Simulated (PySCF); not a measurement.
## H₂MoO + NH₃ → H₃MoN + H₂O

Level: PBE0 in the def2-TZVP basis family, computed in PySCF with density fitting; scalar-relativistic core potentials for atoms from Rb on, none lighter, no spin–orbit coupling; open shells unrestricted.

| species | state and structure | E (Eh) | ZPE (kJ/mol) | H(298 K) − H(0) (kJ/mol) | S° (J/(mol K)) |
| --- | --- | --- | --- | --- | --- |
| H₂MoO | triplet, C2v, Mo–H 1.737 Å (×2), Mo–O 1.648 Å; H–Mo–H 125.4°, H–Mo–O 117.3° (×2) | -144.53235 | 37.6 | 12.1 | 269.4 |
| NH₃ | singlet, C3v, N–H 1.013 Å (×3); H–N–H 107.1° (×3) | -56.51312 | 90.6 | 10.0 | 192.4 |
| H₃MoN | singlet, C3v, Mo–H 1.699 Å (×3), Mo–N 1.612 Å; H–Mo–H 118.3° (×3), H–Mo–N 97.5° (×3) | -124.63123 | 64.2 | 11.3 | 252.1 |
| H₂O | singlet, C2v, O–H 0.960 Å (×2); H–O–H 105.1° | -76.37736 | 56.5 | 9.9 | 188.7 |

Task: What is the electronic reaction energy?

Result: At PBE0/def2-TZVP, ΔE = 96.8 kJ/mol from the differences of the total energies times 2625.5, uphill. 

Task: Add zero-point, thermal and entropy terms for 298.15 K and 1 bar.

Result: ΔZPE = -7.5 and Δ[H(298) − H(0)] = -0.9 kJ/mol give ΔH° = 88.4 kJ/mol. ΔS° = -21.0 J/(mol K), so ΔG° = 88.4 − 298.15 × (-0.0210) = 95 kJ/mol and log₁₀K = -16.6.

Open d or f shells are single determinants, so the state found may not be the ground state. The structures come from searches over a few start shapes, so lower isomers are not excluded.
